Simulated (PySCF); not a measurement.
The vertical singlet excitations below were computed for one of the candidates. Level of theory: TDDFT PBE0/def2-SVPD, vertical, gas phase, core orbitals frozen in the response (PySCF). Geometries: GFN2-xTB, one conformer each.

```tsv
state	E (eV)	λ (nm)	f
S1	8.22	150.8	0.016
S2	8.58	144.6	0.012
S3	8.84	140.2	0.0097
S4	8.92	138.9	0.0073
S5	9.04	137.1	0.017
S6	9.10	136.2	0.025
```

Triplets computed (Tamm–Dancoff): 8.00, 8.42 eV.

Orbital energies (eV): HOMO-3 -10.29, HOMO-2 -10.02, HOMO-1 -9.05, HOMO -8.92, LUMO 0.57, LUMO+1 1.13, LUMO+2 1.25.

**Question.** Which candidate is it?
A. `C#CCCC(=C)C=C`
B. `Cc1cccc(C)c1`
C. `C#CC1=CCCCC1`
D. `O(C)[C@H](F)COC(F)F`

**Answer.** D. Its S1, at 8.22 eV, is the highest among the candidates; the nearest of the others has S1 at 5.63 eV. S1 is HOMO→LUMO (84%), HOMO-1→LUMO (11%). Löwdin shares by element: HOMO oxygen 54%, carbon 18% or more (atoms not listed hold the other 28%); LUMO carbon 38% or more, hydrogen 18% or more (atoms not listed hold the other 43%). At the same level the other candidates give, for their lowest levels:
- `Cc1cccc(C)c1`: 5.35 eV (f 0.004); 6.01 eV (f 0.011); 6.58 eV (f 0.000); 6.81 eV (f 0.423); 6.81 eV (f 0.026); T1 4.06 eV; HOMO -6.80, LUMO -0.09 eV
- `C#CC1=CCCCC1`: 5.56 eV (f 0.216); 5.61 eV (f 0.100); 6.24 eV (f 0.002); 6.28 eV (f 0.011); 6.99 eV (f 0.009); T1 3.45 eV; HOMO -6.61, LUMO -0.49 eV
- `C#CCCC(=C)C=C`: 5.63 eV (f 0.387); 5.95 eV (f 0.007); 6.07 eV (f 0.133); 6.53 eV (f 0.002); 6.76 eV (f 0.001); T1 3.18 eV; HOMO -6.88, LUMO -1.00 eV

Shape of the structure used: `[CH3:1][O:2][C@H:3]([F:4])[CH2:5][O:6][CH:7]([F:8])[F:9]`: C1–O2–C3–F4 -67°, O2–C3–C5–O6 -163°, C3–C5–O6–C7 -83°, C5–O6–C7–F8 -74°.

Without π bonds the low states may be Rydberg-like; a valence basis with one diffuse set may place them up to an eV too high.
